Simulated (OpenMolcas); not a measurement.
## Fe+: effect of the IPEA shift

```json
{
  "Program": "OpenMolcas 26.06",
  "Basis": "ANO-RCC-VTZP [6s5p3d2f1g]",
  "Scalar Hamiltonian": "DKH2, point nucleus",
  "Active space": "7 electrons in 6 orbitals (3d 4s)",
  "State averaging": "2S+1 = 6 even, 6 roots; 2S+1 = 4 even, 40 roots kept (CI in the orbitals of an earlier block); 2S+1 = 2 even, 58 roots kept (CI in the orbitals of an earlier block)",
  "Spin-orbit coupling": "state interaction with AMFI integrals over the reference wave functions, term energies averaged over their components"
}
```

Methods on the same reference wave functions:
A. CASSCF
B. MS-CASPT2, IPEA 0 Eh, imaginary shift 0.1 Eh (closed shells correlated: 3s 3p)
C. MS-CASPT2, IPEA 0.25 Eh, imaginary shift 0.1 Eh (closed shells correlated: 3s 3p)

Energies in cm⁻¹ above 3d⁶ 4s ⁶D_9/2, the measured ground level; measured values from NIST Handbook of Basic Atomic Spectroscopic Data.

```
                Level      A      B      C  Measured
        3d⁶ 4s ⁶D_9/2    0.0    0.0    0.0       0.0
        3d⁶ 4s ⁶D_7/2    388    390    389       385
        3d⁶ 4s ⁶D_5/2    681    681    681       668
        3d⁶ 4s ⁶D_3/2    886    883    884       863
        3d⁶ 4s ⁶D_1/2   1007   1003   1004       977
     3d⁶ 4s ⁴D_7/2(1)  10158   7240   7660          
     3d⁶ 4s ⁴D_5/2(1)  10611   7700   8120          
     3d⁶ 4s ⁴D_3/2(1)  10920   8000   8420          
     3d⁶ 4s ⁴D_1/2(1)  11100   8180   8600          
       3d⁶ 4s ⁴H_13/2  24442  21330  22170     21252
       3d⁶ 4s ⁴H_11/2  24605  21480  22320     21430
        3d⁶ 4s ⁴H_9/2  24746  21610  22450     21582
        3d⁶ 4s ⁴H_7/2  24862  21730  22570     21712
        3d⁶ 4s ⁴P_5/2  26576  20050  21240          
        3d⁶ 4s ⁴P_3/2  27593  21040  22240          
        3d⁶ 4s ⁴F_9/2  27739  22230  23390          
        3d⁶ 4s ⁴F_7/2  27901  22390  23550          
        3d⁶ 4s ⁴F_5/2  28047  22520  23690          
        3d⁶ 4s ⁴F_3/2  28165  22630  23800          
        3d⁶ 4s ⁴P_1/2  28211  21680  22870          
3d⁶ 4s ⁴G_11/2 [55 %]  30173  25400  26380     25429
 3d⁶ 4s ⁴G_9/2 [52 %]  30602  25820  26790          
3d⁶ 4s ²H_11/2 [55 %]  30766  25960  27030     26170
        3d⁶ 4s ⁴G_7/2  30838  26050  26980     25982
```

Deviations, from unrounded energies. A percentage is the sum of absolute deviations over the sum of measured energies, with the sign that they share, or ± where signs differ.

| Against measurement | Levels | A | B | C |
| --- | --- | --- | --- | --- |
| mean absolute deviation (cm-1) | 11 | 2400 | 48 | 580 |
| fine structure of the ground term (%) | 4 | +2.4 | +2.2 | +2.3 |
| other terms of the ground configuration (%) | 7 | +16.4 | ±0.3 | +3.9 |

B lies closest to measurement on these levels and A furthest from it. The largest miss of B in the table is 3d⁶ 4s ²H_11/2 [55 %], by -210 cm-1. The ranking rests on the paired levels alone, and a cruder setting can come out closer through cancelling errors.

Between B and C the level of the table that moves most is 3d⁶ 4s ⁴P_3/2, by 1200 cm-1 (lowest in B, highest in C). Moves below CASPT2's spread within the term are not significant.

From A to B the spin-free energies of the other terms of 3d⁶ 4s shown, above ⁶D, scale by factors of 0.71 to 0.87.

The lowest spin-free term lies below A's lowest term by 0.486 hartree in B, 0.475 hartree in C.

CASPT2 breaks the degeneracy within a term, and the mean is taken; among the terms shown or strongly mixed into the levels shown the widest spread is 420 cm-1 (3d⁶ 4s ²H, C). Over all roots computed the reference weight is 0.87 to 0.93 in B, 0.88 to 0.94 in C; the roots of lowest weight are the least certain, and an intruder state may touch them. Terms from blocks run as CI alone lack orbitals of their own. No level of 3d⁷ was computed, though it lies in the active space. Without dynamic correlation excited terms often stand tens of per cent too high (terms of higher spin than the ground term too low), and those without a measured partner can miss by more than the paired ones (holds for A). The CASPT2 spread within a term exceeds the gap to the next term for 3d⁶ 4s ⁴G and 3d⁶ 4s ²H, so the order of their levels is uncertain, and so are names and mixing where such terms share a J (holds for B; C). Computed and measured levels are paired by configuration, term and J; levels that our copy of the source lacks, or whose pairing is in doubt (as where it misses far off the trend of its configuration), stay unpaired and out of the deviations. Levels of configurations outside the active space are missing. The table leaves out levels that lie high or whose names do not pair safely across all columns.

A share in square brackets marks a mixed level and gives the weight of the term that names it, the lowest over the columns. A number in round brackets counts repeated terms of one configuration in the order of the reference energies.
